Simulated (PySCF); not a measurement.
# Spin-rotation constants: BeMe(vinyl), C₃H₆Be

Geometry:
| atom | x (Å) | y (Å) | z (Å) |
| --- | --- | --- | --- |
| Be1 | -0.077 | -0.293 | 0.384 |
| C2 | -0.090 | -0.323 | 2.110 |
| H3 | -0.737 | 0.426 | 2.567 |
| H4 | 0.885 | -0.159 | 2.571 |
| H5 | -0.433 | -1.270 | 2.530 |
| C6 | -0.080 | -0.314 | -1.321 |
| C7 | 0.202 | 0.738 | -2.089 |
| H8 | -0.324 | -1.207 | -1.900 |
| H9 | 0.461 | 1.701 | -1.676 |
| H10 | 0.192 | 0.701 | -3.173 |

The calculation used GIAO KT3/def2-SVP magnetisability, rotational g tensor and spin-rotation constants, non-relativistic, gas phase in PySCF. Geometry: GFN2-xTB.

Give the nuclear spin-rotation constants along the inertial axes (H = +C I·J) beside the isotropic shieldings.

Rotational constants 38.0727, 2.9862, 2.8152 GHz. A star marks the isotopologue with that one atom substituted, in its own axes.
| atom | isotope | Caa (kHz) | Cbb (kHz) | Ccc (kHz) | mean (kHz) | σ (ppm) |
| --- | --- | --- | --- | --- | --- | --- |
| Be1 | 9Be | -0.416 | -0.208 | -0.206 | -0.277 | 90.3 |
| H3 | 1H | -3.699 | -0.235 | -0.143 | -1.359 | 32.4 |
| H4 | 1H | -3.616 | -0.285 | -0.102 | -1.334 | 32.4 |
| H5 | 1H | -2.674 | -0.107 | -0.340 | -1.040 | 32.4 |
| H8 | 1H | -2.824 | 0.256 | -0.329 | -0.966 | 25.7 |
| H9 | 1H | -3.268 | 0.268 | -0.314 | -1.105 | 25.8 |
| H10 | 1H | 3.451 | -0.258 | -0.301 | 0.964 | 25.5 |
| C2 | 13C* | 3.309 | 0.259 | 0.251 | 1.273 | 204.2 |
| C6 | 13C* | 13.334 | 1.305 | 0.291 | 4.977 | 66.4 |
| C7 | 13C* | 14.708 | 1.161 | 0.336 | 5.402 | 63.6 |

For the geometry as given, no vibrational averaging.
